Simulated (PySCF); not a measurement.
HO3S, charge -1, multiplicity 1. Atoms are numbered in the order given.

```xyz
5

O     -0.3014     1.3859     0.1364
S     -0.2235    -0.0418    -0.3664
O     -0.9358    -0.9959     0.5495
O      1.4750    -0.3536    -0.0252
H      1.6739     0.3769     0.5777
```
Charge -1, spin multiplicity 1.

Geometry optimised at PBE0-D3(BJ)/def2-SVPD. The multiplicity is an assumed one; other spin states were not compared. The isomer is the one that the SMILES or the coordinates give; other isomers of the formula were not compared. One conformer was computed; it need not be the lowest.

Method: PBE/pcSseg-2 run with PySCF.

GIAO shieldings, no solvent; atoms listed in one row are averaged. δ = σ(ref) − σ: ¹⁷O against H2O (σ = 327.5 ppm); ³³S against H2S (σ = 705.0 ppm); ¹H against TMS (σ = 31.47 ppm), references at their B3LYP-D3(BJ)/def2-TZVP geometries, non-relativistic.

Question: Estimate the chemical shifts. (The exact figures need the calculation; the answer reports its results.)

Answer: 
```tsv
nucleus	atoms	count	δ (ppm)
¹⁷O	O3	1	329.2
¹⁷O	O1	1	320.8
¹⁷O	O4	1	286.3
³³S	S2	1	763.0
¹H	H5	1	1.61
```
